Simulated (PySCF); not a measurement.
The PySCF input:
```python
from pyscf import gto, scf, dft, tdscf

mol = gto.M(
    atom='''
Si   -0.000000   -0.000000   -0.548582
O     0.000000    0.000000    0.960019
''',
    basis='aug-cc-pvdz',
    charge=0,
    spin=0,
    verbose=4,
)

mf = dft.RKS(mol)
mf.xc = 'blyp'
mf.kernel()
td = mf.TDA()
td.nstates = 5
td.kernel()
td.analyze()
```

Question: What does this run give for the HOMO energy, dipole moment, number of basis functions, HOMO-LUMO gap, nuclear repulsion energy, total energy?

Answer: 
```json
{
  "HOMO energy": "-7.39 eV",
  "dipole_moment": "2.85 D",
  "number_of_basis_functions": "50",
  "HOMO-LUMO gap": "4.67 eV",
  "nuclear_repulsion_energy": "39.2866 Eh",
  "total_energy": "-364.7306 Eh"
}
```
